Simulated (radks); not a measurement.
Question: The table gives one normalised radial function P(r) = r R(r) (large component) of Hg1.6+ in [Xe] 4f14 5d(3/2: 4, 5/2: 5.4) 6s1 (r in bohr). All-electron calculation, Dirac Kohn-Sham, BLYP, spin-unpolarised, spherical densities, finite nucleus; Fermi nuclear charge, rms radius 5.4648 fm. Program: a radial shooting solver on a logarithmic mesh with Libxc functionals.

| r | P |
|---|---|
| 0.001541 | 0.0000 |
| 0.002413 | 0.0000 |
| 0.003776 | 0.0000 |
| 0.00591 | 0.0000 |
| 0.009251 | 0.0001 |
| 0.01448 | 0.0006 |
| 0.02266 | 0.0030 |
| 0.03547 | 0.0136 |
| 0.05552 | 0.0550 |
| 0.0876 | 0.1940 |
| 0.1371 | 0.5335 |
| 0.2146 | 1.0792 |
| 0.3359 | 1.4728 |
| 0.5257 | 1.2595 |
| 0.8228 | 0.6383 |
| 1.288 | 0.1721 |
| 2.016 | 0.0205 |
| 3.155 | 0.0008 |
| 4.938 | 0.0000 |
| 7.729 | 0.0000 |

Which n and l does it have? It may be an empty orbital.

Answer: n = 4, l = 3: the number of nodes gives n - l - 1 = 0, the rise at small r points to l (for j = l - 1/2 the large component starts outside the nucleus as r^gamma with gamma = sqrt(l^2 - (Z/c)^2) = 2.94 and the r^(l+1) term takes over further out; the orbital of l - 1 with the same j starts with the same power, but with a larger coefficient, and does not steepen), and the extent must fit the shell. The curve is that of 4f5/2; the two j differ most near the nucleus, where j = l - 1/2 has the larger amplitude, and in heavy atoms j = l - 1/2 is also the more compact. 4f5/2: eigenvalue -115.06 eV, 0 radial nodes, <r> = 0.479 bohr, 90 % of the charge inside 0.767 bohr.
